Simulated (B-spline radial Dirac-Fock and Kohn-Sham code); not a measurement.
## Binding energies of Dy³⁺ in different valence configurations

Model: ΔSCF Dirac-Fock with Breit, self-energy and vacuum polarisation, finite nucleus, configuration average. Program: a radial B-spline solver. Correlation and solid-state effects are left out.

Reference: the tabulated ground configuration [Xe] 4f9, with 2p1/2 8619.4 eV, 3p3/2 1717.9 eV, 4p1/2 378.5 eV, 4d5/2 198.9 eV, 5p1/2 62.82 eV, 5p3/2 57.60 eV, Kα1 45995.1 eV, Kβ1 52105.6 eV, Lα1 6493.2 eV, Lβ2 7629.6 eV.

Shifts from the reference in eV.

```tsv
configuration	average energy	2p1/2	3p3/2	4p1/2	4d5/2	5p1/2	5p3/2	Kα1	Kβ1	Lα1	Lβ2
[Xe] 4f7 6s2	+35.54	+28.04	+30.95	+27.84	+25.65	+14.00	+13.07	-2.07	-4.76	-2.28	+2.61
[Xe] 4f8 5d1	+9.31	+9.59	+11.06	+9.79	+8.81	+4.10	+3.77	-0.81	-2.19	-1.18	+0.88
[Xe] 4f8 6p1	+18.22	+14.61	+16.00	+14.66	+13.62	+8.03	+7.55	-0.98	-2.27	-1.09	+1.09
[Xe] 4f8 6s1	+12.59	+13.42	+14.81	+13.46	+12.43	+6.91	+6.46	-0.99	-2.28	-1.09	+1.09
[Xe] 4f7 5d2	+25.14	+19.87	+22.96	+20.06	+18.00	+8.21	+7.53	-1.73	-4.60	-2.49	+2.08
```

Values without a named source are computed, but for edge energies of neutral atoms, which are taken from tables.
